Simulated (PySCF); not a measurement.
Coordinates in bohr (charge 0 multiplicity 1):
```
Y     0.0000    0.0000   -1.3223
S     0.0000    0.0000   -5.6834
Br    0.0000    0.0000    3.7912
```

These are results of PySCF, PBE0, basis Y def2-TZVP with ECP28, S def2-TZVP, Br def2-TZVP (scalar-relativistic core potentials, no spin–orbit coupling, density fitting), not measurements.

This geometry of YSBr is a stationary point at this level.

(1) What is the point group?

(2) Is it a minimum?

(3) Which band is strongest in the infrared?

(4) What are the dipole moment and the gap between the highest occupied and lowest empty levels?

(5) Give the atomic charges and bond orders.

Answers

(1) C∞v.

(2) No: it has 2 imaginary modes (one degenerate set), at 73i cm⁻¹ (π).

(3) 490 cm⁻¹ (σ+), 166 km/mol.

(4) 2.25 D and 3.44 eV.

(5) 
| atom | Mulliken | Löwdin | polar tensor | Mayer order to Y1 |
| --- | --- | --- | --- | --- |
| Y1 | 1.09 | 0.18 | 2.00 | – |
| S2 | -0.58 | -0.08 | -1.13 | 2.18 |
| Br3 | -0.51 | -0.10 | -0.87 | 0.87 |

Only a few start shapes were tried, so a lower isomer may exist. At this level a singlet minimum of Cs symmetry lies 30 kJ/mol below this structure.
